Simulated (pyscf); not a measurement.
# `[F][SiH2][GeH3]`, singlet

Gas-phase minimum from PySCF at ωB97X-D3(BJ)/def2-SVP, one conformer. 

```
Si
F 1 1.6347
H 1 1.4891 2 108.09
H 1 1.4893 3 109.40 2 -117.53
Ge 1 2.3633 3 111.69 4 -123.60
H 5 1.5354 1 110.69 3 -59.30
H 5 1.5358 6 108.90 1 121.35
H 5 1.5379 6 108.77 7 118.32
```

Properties at ωB97X-D3(BJ)/def2-SVP:

| Property | Result |
|---|---|
| Harmonic wavenumbers, unscaled | 94, 148, 360, 370, 486, 600, 750, 809, 861, 897, 904, 934, 970, 2180, 2190, 2191, 2263, 2269 cm⁻¹ |
| Zero-point energy | 27.6 kcal/mol |
| Rotational symmetry number | 1 |
| Entropy of this conformer at 298 K and 1 atm, rigid rotor and harmonic oscillator, modes under 100 cm⁻¹ raised to 100 | 322.1 J/(mol K) |
| Dipole moment | 1.36 D |

Single-point totals, which compare only within one level (frozen core for MP2 and CC):

| level | total energy (hartree) |
|---|---|
| ωB97X-D3(BJ)/def2-TZVP | -2469.44671 |
| PBE/def2-TZVP | -2468.87577 |
| r²SCAN/def2-TZVP | -2469.37037 |
| B3LYP-D3(BJ)/def2-TZVP | -2469.53421 |
| PBE0-D3(BJ)/def2-TZVP | -2468.96906 |
| M06-2X/def2-TZVP | -2469.38309 |
| ωB97M-D3(BJ)/def2-TZVP | -2469.52451 |
| HF/def2-TZVPP | -2466.76077 |
| MP2/def2-TZVPP | -2467.40204 |
| CCSD/def2-TZVPP | -2467.43389 |
| CCSD(T)/def2-TZVPP | -2467.45451 |

Soft torsions are taken as harmonic, which can shift the entropy by several J/(mol K). The CCSD(T) − MP2 part came from Ansatz, without density fitting, on the same reference. The frozen core leaves the outer d or s,p core shells of the metals and heavy elements correlated in the MP2 and CC values, and def2-TZVPP describes them poorly, so these totals are far from the basis limit. Elements up to Kr have no core potential and no relativistic terms here.
